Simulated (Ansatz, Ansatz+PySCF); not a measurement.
```xyz
3

O    -0.1932   -0.1387   -0.3467
O     0.2569    1.0090   -0.2919
O    -0.0637   -0.8703    0.6386
```

Basis set: def2-SVP (spherical functions). Frozen core: 3 orbitals. Charge 0, multiplicity 3.

Computed with Ansatz (development build ahead of 0.2.0); each method stands on the lowest determinant of its kind that the runs found.

The atomization energy at this shape (free ground-state atoms in the same class of orbitals less the molecule, no zero-point energy) of triplet O3:

```tsv
method	atomization energy
UHF	-0.97 eV
```

Task: What does UHF-MP2 give?

Result: 3.38 eV. Caution: another spin multiplicity may lie lower.
